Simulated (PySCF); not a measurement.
## Cost of excited-state runs on `C(=C)(C)B[AsH2]`, C3H8AsB

Atom-mapped SMILES (the numbers label the heavy atoms): `[CH2:1]=[C:2]([CH3:3])[BH:4][AsH2:5]` (H(Xn): hydrogen on atom n). Ha(C1) is cis to C3; Hb(C1) is trans to C3.

PySCF with density fitting, on 1 thread of an Intel Xeon, shared host. Command: `OMP_NUM_THREADS=1 python excited_run.py task.json out`

Q: How long does each of these runs take, and how much memory?
- excited-state relaxation, CAM-B3LYP/def2-SV(P); state S1; TDA; grid level 1; writes grids
- excited-state relaxation, CAM-B3LYP/def2-SV(P); state T1; UKS; grid level 1

A: 
| run | level | basis functions | wall time | peak memory (GiB) |
| --- | --- | --- | --- | --- |
| excited-state relaxation | CAM-B3LYP/def2-SV(P) | 104 | 4.5 min | 0.7 |
| excited-state relaxation | CAM-B3LYP/def2-SV(P) | 104 | 4.5 min | 0.66 |

Times from a shared host are rough.
